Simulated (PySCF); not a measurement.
PySCF 2.14 output of an unrestricted LDA calculation on a single atom or ion in cc-pVDZ-PP with ECP28MDF, with a scalar-relativistic core potential:

```
SCF conv_tol = 1e-09
number electrons alpha = 8  beta = 4
    P. A. M. Dirac.,  Math. Proc. Cambridge Philos. Soc. 26, 376 (1930)
    F. Bloch.,  Z. Phys. 57, 545 (1929)
    S. H. Vosko, L. Wilk, and M. Nusair.,  Can. J. Phys. 58, 1200 (1980)
cycle= 1 E= -56.2223689887143  delta_E= -0.00208  |g|= 0.0565  |ddm|= 0.395
cycle= 2 E= -56.2265904271923  delta_E= -0.00422  |g|= 0.0421  |ddm|= 0.798
cycle= 3 E= -56.2274131922157  delta_E= -0.000823  |g|= 0.0115  |ddm|= 0.172
cycle= 4 E= -56.2267009390022  delta_E= 0.000712  |g|= 0.027  |ddm|= 0.167
cycle= 5 E= -56.2274610757263  delta_E= -0.00076  |g|= 0.00461  |ddm|= 0.121
cycle= 6 E= -56.2274811633272  delta_E= -2.01e-05  |g|= 0.00106  |ddm|= 0.0299
cycle= 7 E= -56.2274822536946  delta_E= -1.09e-06  |g|= 0.000472  |ddm|= 0.00912
cycle= 8 E= -56.227482478612  delta_E= -2.25e-07  |g|= 1.05e-05  |ddm|= 0.00248
cycle= 9 E= -56.2274824787193  delta_E= -1.07e-10  |g|= 1.43e-06  |ddm|= 6.07e-05
converged SCF energy = -56.2274824787193  <S^2> = 6.0001701  2S+1 = 5.000068
```

The run itself started from symmetry-adapted Hartree-Fock orbitals and held the occupation by maximum overlap, on a logarithmic radial grid, so the iterations belong to that start.

Task: Which element, charge and spin multiplicity is this?

Result: Nb⁺ (niobium, charge +1), multiplicity 5; the state was [Kr] 4d4, high-spin 5D determinant.

⟨L²⟩ = 7.33 against 6 for a pure D term, so this real determinant mixes terms. Energies and moments cover only the electrons outside the core potential.
